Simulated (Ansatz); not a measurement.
System: CH₃Te (charge +1, singlet). 
Geometry from a B3LYP-D3(BJ)/def2-TZVP (Ansatz, a quantum-chemistry and plane-wave program) optimisation:
```xyz
5

C     -1.7579    -0.1294     0.0545
Te     0.3240     0.0183    -0.0081
H     -2.1477    -0.8379    -0.6719
H     -2.1383    -0.2320     1.0677
H     -2.0146     0.8950    -0.3009
```
Charge +1, spin multiplicity 1.

Basis-set convergence of Hartree-Fock and CCSD(T) correlation energies (hartree) with Ansatz. Correlated levels leave the core frozen unless marked. No spin-orbit coupling. The frozen core is the preceding noble-gas configuration, with the filled d and f shells of earlier blocks. Past Kr the def2 sets carry scalar-relativistic core potentials.

The Hartree-Fock reference is unstable (checked in the largest basis), which strains HF and MP2. 

```csv
basis,functions,E(HF),"E(corr, CCSD(T))"
def2-SVPD,79,-306.23388,-0.27558
def2-TZVPPD,147,-306.29005,-0.33027
def2-QZVPPD,253,-306.29373,-0.34855
```

Extrapolating the two largest sets (X = 3 and 4) as X^-3: E(corr) = (64·(-0.34855) - 27·(-0.33027))/37 = -0.3619 Eh, an estimate of the basis-set limit. The largest set recovers 96.3 % of it, the smallest 76.2 %.
